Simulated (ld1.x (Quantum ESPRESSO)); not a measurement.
C, RRKJ: configuration errors across variants

ld1.x (Quantum ESPRESSO) 7.5 input, shortened:

```
&input
   title='C', zed=6., rel=0, dft='BLYP', iswitch=3,
   config='[He] 2s2 2p0 3d-2'
 /
 &inputp
   pseudotype=2, tm=.false., rho0=0.01, lloc=0,
   nlcc=.true.
 /
3
2P  2  1   0.00   0.00  1.90  1.90  0.0
3D  3  2  -2.00   0.05  1.70  1.70  0.0
2S  1  0   2.00   0.00  1.25  1.25  0.0
 &test
   configts(1)='2s2 2p0'
 /
```

All-electron excitation energies from the reference (eV): (1) 2s2 2p2 -35.012; (2) 2s2 2p1 -24.179; (3) 2s1 2p0 48.133; (4) 2s2 2p2.3 -36.156; (5) 2s2 2p1.5 -31.068; (6) 2s0 2p4 -18.233; (7) 2s1 2p2 -15.552.

Errors AE − PS in meV (a dash: test not solved or not reliable):

```tsv
change	(1)	(2)	(3)	(4)	(5)	(6)	(7)	bound ghosts
base	+298	+139	+30	+321	+232	+588	+274	none
all radii but the core radius scaled by about 1.21 (s 1.50, p 2.30, d 2.06 bohr)	+726	+313	+5.2	+794	+545	+1394	+612	none
type TM; local potential the d channel; rho0 0	+231	+109	+33	+248	+181	+461	+217	none
wave 2p (bound): rc 1.90 bohr becomes 2p (bound): rc 2.82 bohr	+1548	+617	+30	+1728	+1118	+2940	+1181	none
wave 3d channel at 0.05 Ry: rc 1.70 bohr becomes 3d channel at -0.06 Ry: rc 1.70 bohr	+298	+139	+30	+321	+232	+588	+274	none
wave 3d channel at 0.05 Ry: rc 1.70 bohr becomes 3d channel at 0.05 Ry: rc 1.82 bohr	+298	+139	+30	+321	+232	+588	+274	none
```

Question: Give the same row for: local potential all-electron potential smoothed inside 1.00 bohr (lloc = -2).

Answer: +270, +127, +55, +289, +212, +492, +234; bound ghosts: none.
